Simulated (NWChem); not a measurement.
Molecule: C2H3F3Si; SMILES F/C=C(/F)[SiH2]F

```xyz
9

F     -1.3983    -1.7702     0.0842
C     -0.0628    -1.6735     0.1896
C      0.5588    -0.5089    -0.0125
F      1.9163    -0.5106     0.1338
Si    -0.2226     1.1236    -0.4948
F     -0.4775     2.0321     0.8165
H      0.4277    -2.6070     0.4493
H     -1.5210     0.8707    -1.1574
H      0.7338     1.8325    -1.3765
```
Atoms are numbered in this order, from 1.

All runs use the structure optimised with B3LYP/6-31G* (spherical d).

### Question
Give the principal values of the shielding tensors (ppm) of F1, C2, C3, F4, Si5 from PBE0/pcSseg-1, GIAO (NWChem), with their diamagnetic and paramagnetic parts as GIAO splits them.

### Answer
| atom | σ11 | σ22 | σ33 | isotropic | diamagnetic | paramagnetic |
|---|---|---|---|---|---|---|
| F1 | 261.6 | 310.3 | 425.8 | 332.6 | 472.9 | -140.4 |
| C2 | -81.3 | 53.0 | 80.3 | 17.3 | 251.1 | -233.8 |
| C3 | -67.1 | 40.2 | 79.8 | 17.6 | 255.5 | -237.9 |
| F4 | 269.6 | 362.2 | 432.0 | 354.6 | 473.1 | -118.5 |
| Si5 | 329.6 | 349.8 | 434.3 | 371.2 | 878.8 | -507.6 |
